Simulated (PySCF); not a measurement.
**`C=C[Si]1(C)OC(=O)C(=O)O1`, C₅H₆O₄Si**

Molfile (atoms numbered from 1):
```
C5H6O4Si
     RDKit          3D

 16 16  0  0  0  0  0  0  0  0999 V2000
   -1.7112    1.9259   -0.5324 C   0  0  0  0  0  0  0  0  0  0  0  0
   -1.5096    0.6415   -0.7987 C   0  0  0  0  0  0  0  0  0  0  0  0
   -0.1719   -0.4167   -0.0103 Si  0  0  0  0  0  4  0  0  0  0  0  0
   -0.6267   -2.1060    0.6990 C   0  0  0  0  0  0  0  0  0  0  0  0
    0.6699    0.5022    1.1046 O   0  0  0  0  0  0  0  0  0  0  0  0
    1.9308    0.7463    0.7514 C   0  0  0  0  0  0  0  0  0  0  0  0
    2.6958    1.3983    1.3904 O   0  0  0  0  0  0  0  0  0  0  0  0
    2.2343    0.0637   -0.5974 C   0  0  0  0  0  0  0  0  0  0  0  0
    3.2779    0.0855   -1.1707 O   0  0  0  0  0  0  0  0  0  0  0  0
    1.1445   -0.5663   -1.0349 O   0  0  0  0  0  0  0  0  0  0  0  0
   -1.0980    2.4621    0.1734 H   0  0  0  0  0  0  0  0  0  0  0  0
   -2.4982    2.4907   -1.0065 H   0  0  0  0  0  0  0  0  0  0  0  0
   -2.1647    0.1479   -1.5043 H   0  0  0  0  0  0  0  0  0  0  0  0
   -1.4152   -2.0127    1.4386 H   0  0  0  0  0  0  0  0  0  0  0  0
    0.2234   -2.5921    1.1731 H   0  0  0  0  0  0  0  0  0  0  0  0
   -0.9886   -2.7614   -0.0866 H   0  0  0  0  0  0  0  0  0  0  0  0
  1  2  2  0
  2  3  1  0
  3  4  1  0
  3  5  1  0
  5  6  1  0
  6  7  2  0
  6  8  1  0
  8  9  2  0
  8 10  1  0
 10  3  1  0
  1 11  1  0
  1 12  1  0
  2 13  1  0
  4 14  1  0
  4 15  1  0
  4 16  1  0
M  END
```

The calculation used GIAO B97-2/pcSseg-1 magnetisability, rotational g tensor and spin-rotation constants, non-relativistic, gas phase (PySCF 2.14.0). Geometry: GFN2-xTB.

**Question.** Give the nuclear spin-rotation constants along the inertial axes (H = +C I·J) beside the isotropic shieldings.

**Answer.** Rotational constants 1.6687, 0.9272, 0.8366 GHz. A star marks the isotopologue with that one atom substituted, in its own axes.
```csv
atom,isotope,Caa (kHz),Cbb (kHz),Ccc (kHz),mean (kHz),σ (ppm)
H11,1H,-0.032,-0.038,-0.046,-0.039,25.3
H12,1H,-0.003,-0.044,-0.052,-0.033,25.1
H13,1H,-0.008,-0.061,-0.045,-0.038,25.7
H14,1H,-0.106,-0.100,-0.045,-0.084,31.2
H15,1H,-0.086,-0.074,-0.077,-0.079,31.1
H16,1H,-0.164,-0.043,-0.066,-0.091,31.1
C1,13C*,0.629,0.335,0.221,0.395,40.3
C2,13C*,0.595,0.313,0.209,0.372,54.6
Si3,29Si*,-1.192,-0.520,-0.509,-0.741,353.4
C4,13C*,0.193,0.107,0.097,0.132,185.4
O5,17O*,-0.361,-0.200,-0.190,-0.250,129.3
C6,13C*,0.606,0.277,0.321,0.401,30.8
O7,17O*,-1.025,-0.263,-0.312,-0.533,-121.6
```
For the geometry as given, no vibrational averaging.
